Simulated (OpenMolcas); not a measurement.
## Lines of Ar IV: computed and rescaled rates

| Item | Value |
| --- | --- |
| Program | OpenMolcas |
| Method | CASSCF |
| Basis | ANO-R3 [6s5p4d2f1g] |
| Scalar Hamiltonian | X2C, finite nucleus |
| Active space | 5 electrons in 4 orbitals (3s 3p) |
| State averaging | 2S+1 = 4 odd, 1 root; 2S+1 = 2 odd, 8 roots; 2S+1 = 4 even, 3 roots; 2S+1 = 2 even, 9 roots |
| Spin-orbit coupling | state interaction with AMFI integrals over the reference wave functions, term energies averaged over their components |

Rates come from the transition moments of the reference wave functions (E1 and E2 in the length form). At fixed line strength A goes as λ^-3 for E1 and M1 and as λ^-5 for E2, so a rate at the computed wavelength can be rescaled to the measured one. Measured vacuum wavelengths follow from level energies in Saloman, J. Phys. Chem. Ref. Data 39, 033101 (2010). Branching counts decays inside the model space alone, at computed energies, and the table is only a selection of the E2 and M1 lines, drawn from those between levels with measured partners whose computed energy lies within a factor of 1.5 of the measured one.

```tsv
Upper	Lower	Type	λ computed (nm)	λ measured (nm)	A computed (s-1)	A rescaled (s-1)	Branching %
3s² 3p³ ²D°_5/2	3s² 3p³ ²D°_3/2	M1	66350	77400	3.66e-05	2.31e-05	0.9
3s² 3p³ ²P°_1/2	3s² 3p³ ²D°_5/2	E2	982	733.4	3.03e-02	1.30e-01	2.6
3s² 3p³ ²P°_3/2	3s² 3p³ ²D°_5/2	M1	968.1	724	2.58e-01		9.2
3s² 3p³ ²P°_3/2	3s² 3p³ ²D°_5/2	E2	968.1	724	5.60e-02	2.39e-01	2.0
3s² 3p³ ²P°_1/2	3s² 3p³ ²D°_3/2	M1	967.6	726.5	2.86e-01		24.2
3s² 3p³ ²P°_1/2	3s² 3p³ ²D°_3/2	E2	967.6	726.5	4.84e-02	2.03e-01	4.1
3s² 3p³ ²P°_3/2	3s² 3p³ ²D°_3/2	M1	954.1	717.3	4.73e-01		16.8
3s² 3p³ ²P°_3/2	3s² 3p³ ²D°_3/2	E2	954.1	717.3	2.46e-02	1.02e-01	0.9
3s² 3p³ ²D°_3/2	3s² 3p³ ⁴S°_3/2	M1	385.6	474.1	3.16e-02		93.2
3s² 3p³ ²D°_3/2	3s² 3p³ ⁴S°_3/2	E2	385.6	474.1	2.30e-03		6.8
3s² 3p³ ²D°_5/2	3s² 3p³ ⁴S°_3/2	E2	383.3	471.3	3.71e-03		89.0
3s² 3p³ ²D°_5/2	3s² 3p³ ⁴S°_3/2	M1	383.3	471.3	4.19e-04		10.1
3s² 3p³ ²P°_1/2	3s² 3p³ ⁴S°_3/2	M1	275.7	286.9	8.20e-01		69.2
3s² 3p³ ²P°_3/2	3s² 3p³ ⁴S°_3/2	M1	274.6	285.5	2.00e+00		71.1
```

Spin-changing lines and M1 lines between different terms are not rescaled, since their strength hangs on the term gaps too.

The largest correction is for 3s² 3p³ ²P°_1/2 → 3s² 3p³ ²D°_5/2 (E2): 3.03e-02 × (982 / 733.4)^5 = 1.30e-01 s-1, a factor of 4.30.

No measured rate stands beside these. Rescaling mends the energy factor alone: line strengths can still be far off where a level mixes with configurations outside the active space, and weak or spin-changing lines hang on small mixing coefficients that depend on the term gaps too, so rescaling need not improve them.

Measured partners are found by configuration, term and J. A level has none where our copy of the source lacks it or the pairing is in doubt (some pairs that miss far off the trend of their configuration count as doubtful). Only configurations of the active space appear.

° marks odd parity.
